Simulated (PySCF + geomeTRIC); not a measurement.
All values below come from B3LYP-D3(BJ)/def2-TZVP run with PySCF + geomeTRIC. fastk is a local helper that only speeds up exchange builds. No frequencies were computed at this level.

```python
import json, numpy as np
from pyscf import gto, dft
from fastk import lowrank_exchange
atoms = """
Sn     0.000249    -0.000161    -0.000383
H      1.211073    -1.102992    -0.031625
H      0.616077     1.494258    -0.269762
H     -1.097373    -0.355959    -1.164446
H     -0.730027    -0.035147     1.466215
"""
def scf(charge, spin, dm0=None):
    mol = gto.M(atom=atoms, basis='def2-tzvp', ecp={'Sn': 'def2-tzvp'}, charge=charge, spin=spin, verbose=3, max_memory=15120)
    mf = dft.KS(mol, xc='b3lyp').density_fit(auxbasis="def2-universal-jkfit")
    mf.disp = 'd3bj'
    mf.grids.level = 3
    mf.conv_tol = 1e-8
    mf.max_cycle = 60
    mf.kernel(dm0)
    if not mf.converged:
        mf = mf.newton().run(mf.mo_coeff, mf.mo_occ).undo_soscf()
    return mf
mf = scf(0, 0)
from pyscf.geomopt.geometric_solver import kernel as optimize
path = []
done, mol = optimize(mf, maxsteps=80, assert_convergence=False, callback=lambda env: path.append((env["energy"], bool(env["g_scanner"].converged))))
res = dict(converged=bool(done and path[-1][1]), energy=path[-1][0], path=[e for e, c in path], xyz=mol.atom_coords(unit="Angstrom").tolist(), nao=mol.nao)
json.dump(res, open("result.json", "w"))
```

Output:

```
converged SCF energy = -216.745667396123
Geometry optimization cycle 1
converged SCF energy = -216.745667396145
cycle 1: E = -216.745667396  dE = -216.746  norm(grad) = 0.0437564
Geometry optimization cycle 2
converged SCF energy = -216.750479068957
cycle 2: E = -216.750479069  dE = -0.00481167  norm(grad) = 0.0135709
Geometry optimization cycle 3
converged SCF energy = -216.751160392241
cycle 3: E = -216.751160392  dE = -0.000681323  norm(grad) = 0.00201264
Geometry optimization cycle 4
converged SCF energy = -216.751174692505
cycle 4: E = -216.751174693  dE = -1.43003e-05  norm(grad) = 0.000119751
Geometry optimization cycle 5
converged SCF energy = -216.751174745613
cycle 5: E = -216.751174746  dE = -5.31078e-08  norm(grad) = 1.13782e-05
<class 'geometric.internal.Distance'> : 4
<class 'geometric.internal.Angle'> : 6
<class 'geometric.internal.TranslationX'> : 1
<class 'geometric.internal.TranslationY'> : 1
<class 'geometric.internal.TranslationZ'> : 1
<class 'geometric.internal.RotationA'> : 1
<class 'geometric.internal.RotationB'> : 1
<class 'geometric.internal.RotationC'> : 1
Step    0 : Gradient = 1.957e-02/2.206e-02 (rms/max) Energy = -216.7456673961
Step    1 : Displace = 8.638e-02/9.706e-02 (rms/max) Trust = 1.000e-01 (=) Grad = 6.069e-03/6.828e-03 (rms/max) E (change) = -216.7504790690 (-4.812e-03) Quality = 0.603
Step    2 : Displace = 2.045e-02/2.301e-02 (rms/max) Trust = 1.000e-01 (=) Grad = 9.001e-04/1.021e-03 (rms/max) E (change) = -216.7511603922 (-6.813e-04) Quality = 1.162
Step    3 : Displace = 3.566e-03/4.071e-03 (rms/max) Trust = 1.414e-01 (+) Grad = 5.355e-05/6.263e-05 (rms/max) E (change) = -216.7511746925 (-1.430e-05) Quality = 0.944
Step    4 : Displace = 2.123e-04/2.504e-04 (rms/max) Trust = 2.000e-01 (+) Grad = 5.088e-06/5.956e-06 (rms/max) E (change) = -216.7511747456 (-5.311e-08) Quality = 1.017
Converged! =D
```

Cost: very roughly 25 core-seconds.
